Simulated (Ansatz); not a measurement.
Steps of a relaxation of C$_{3}$H$_{9}$BrSn, SMILES `[CH3][Sn]([CH3])([CH3])[Br]` with RKS PBE-D4/def2-SVP.

```sh
$ ansatz run in.yaml --threads 2 --pin off --events-out ev --progress --plain --max-ram 32768MiB --backend cpu
```

```yaml
crystal:
  periodic: [false, false, false]
  atoms:
    - {symbol: C, position_ang: [-1.750900, 0.882400, 0.188100]}
    - {symbol: Sn, position_ang: [0.211500, 0.360700, -0.285100]}
    - {symbol: C, position_ang: [1.276300, 0.088600, 1.522700]}
    - {symbol: C, position_ang: [0.278100, -1.459400, -1.395000]}
    - {symbol: Br, position_ang: [1.306600, 2.164300, -1.674500]}
    - {symbol: H, position_ang: [-2.276300, 0.144600, 0.779600]}
    - {symbol: H, position_ang: [-1.767500, 1.877700, 0.755900]}
    - {symbol: H, position_ang: [-2.328700, 1.085300, -0.772700]}
    - {symbol: H, position_ang: [2.355800, -0.190500, 1.341200]}
    - {symbol: H, position_ang: [0.828700, -0.708600, 2.162100]}
    - {symbol: H, position_ang: [1.303000, 1.035900, 2.132900]}
    - {symbol: H, position_ang: [-0.257300, -2.256100, -0.766900]}
    - {symbol: H, position_ang: [1.198200, -1.737500, -1.643700]}
    - {symbol: H, position_ang: [-0.390300, -1.316800, -2.315800]}
basis:
  gaussian: {orbitals: def2-SVP}
hamiltonian: {xc: pbe, dispersion: d4}
relax: {f_tol: 0.03, max_steps: 200}
```

Positions (Å) and forces (eV/Å) along the path, 5 of 5 steps:

```xyz
14
step=1 energy=-79110.5521 eV
C    -1.751    0.882    0.188   -1.205    2.509   -0.774
Sn    0.211    0.361   -0.285    0.619   -0.465   -0.072
C     1.276    0.089    1.523    1.312    0.340    1.085
C     0.278   -1.459   -1.395   -6.290    0.652    0.651
Br    1.307    2.164   -1.675    0.010    0.108   -0.022
H    -2.276    0.145    0.780   -0.312   -0.706    0.433
H    -1.768    1.878    0.756    0.061   -0.973   -0.447
H    -2.329    1.085   -0.773    0.354   -0.283    0.791
H     2.356   -0.191    1.341   -0.636    0.112    0.014
H     0.829   -0.709    2.162   -0.051    0.126   -0.254
H     1.303    1.036    2.133   -0.096   -0.449   -0.324
H    -0.257   -2.256   -0.767    0.688    0.702   -0.513
H     1.198   -1.738   -1.644    4.700   -1.480   -1.317
H    -0.390   -1.317   -2.316    0.846   -0.194    0.749
14
step=2 energy=-79110.9906 eV
C    -1.836    0.965    0.145   -0.141    0.494    0.023
Sn    0.193    0.272   -0.210    0.029    0.339   -0.320
C     1.389    0.120    1.599    0.072   -0.176    0.255
C     0.231   -1.508   -1.463   -1.534    0.005    0.371
Br    1.256    2.138   -1.570    0.067    0.050   -0.062
H    -2.342    0.196    0.747   -0.226   -0.152    0.150
H    -1.836    1.924    0.722    0.126   -0.345   -0.147
H    -2.425    1.143   -0.788    0.353   -0.183    0.154
H     2.445   -0.172    1.396   -0.283    0.046   -0.125
H     0.912   -0.680    2.206    0.119    0.053    0.067
H     1.399    1.059    2.198   -0.134   -0.116   -0.263
H    -0.256   -2.308   -0.849    0.276    0.099   -0.221
H     1.240   -1.784   -1.712    0.997   -0.291   -0.226
H    -0.382   -1.395   -2.393    0.280    0.177    0.344
14
step=3 energy=-79111.0705 eV
C    -1.834    0.964    0.172   -0.007    0.000   -0.010
Sn    0.189    0.300   -0.229   -0.032   -0.068    0.084
C     1.354    0.098    1.585    0.000    0.017   -0.020
C     0.221   -1.504   -1.429    0.001    0.026   -0.043
Br    1.293    2.146   -1.588   -0.002   -0.012   -0.012
H    -2.365    0.204    0.779    0.019   -0.026    0.003
H    -1.809    1.919    0.728   -0.005    0.037   -0.012
H    -2.373    1.105   -0.784   -0.014    0.032   -0.010
H     2.395   -0.180    1.334    0.017    0.015    0.005
H     0.906   -0.692    2.219   -0.009   -0.019    0.017
H     1.349    1.057    2.137    0.023    0.008    0.006
H    -0.225   -2.332   -0.846   -0.025   -0.019    0.020
H     1.259   -1.770   -1.701    0.028    0.022   -0.009
H    -0.371   -1.344   -2.349    0.004   -0.013   -0.020
14
step=4 energy=-79111.0730 eV
C    -1.841    0.969    0.172    0.010   -0.026    0.019
Sn    0.181    0.287   -0.217   -0.048   -0.021    0.026
C     1.359    0.098    1.593   -0.018   -0.008   -0.017
C     0.220   -1.505   -1.436    0.023    0.001    0.006
Br    1.284    2.126   -1.589    0.006   -0.005   -0.006
H    -2.375    0.211    0.780    0.002    0.000   -0.001
H    -1.814    1.926    0.726    0.004    0.018   -0.006
H    -2.379    1.113   -0.784    0.006    0.012   -0.013
H     2.398   -0.179    1.334    0.010    0.009    0.000
H     0.920   -0.689    2.237    0.000   -0.001    0.002
H     1.359    1.060    2.138    0.010    0.008   -0.002
H    -0.229   -2.342   -0.865   -0.003   -0.010    0.002
H     1.265   -1.760   -1.697   -0.007    0.010   -0.004
H    -0.361   -1.343   -2.363    0.005    0.014   -0.006
14
step=5 energy=-79111.0742 eV
C    -1.848    0.970    0.177   -0.007    0.002    0.002
Sn    0.167    0.273   -0.206    0.005    0.006   -0.006
C     1.359    0.098    1.595    0.004   -0.001    0.006
C     0.222   -1.509   -1.437    0.000   -0.006   -0.003
Br    1.277    2.103   -1.589   -0.005   -0.010    0.006
H    -2.394    0.221    0.783   -0.001   -0.001    0.001
H    -1.810    1.930    0.726    0.000    0.002    0.000
H    -2.375    1.121   -0.784   -0.001    0.002   -0.002
H     2.398   -0.173    1.326    0.002    0.001   -0.002
H     0.933   -0.687    2.251   -0.001   -0.001    0.001
H     1.362    1.064    2.132    0.001    0.002    0.000
H    -0.229   -2.358   -0.885   -0.001   -0.001    0.000
H     1.271   -1.752   -1.691    0.002    0.002    0.000
H    -0.347   -1.332   -2.368    0.001    0.001   -0.002
```

Hardware: 2 threads of an AMD EPYC 7R13 on a shared host. Wall time 15 s, peak host memory 0.24 GiB.
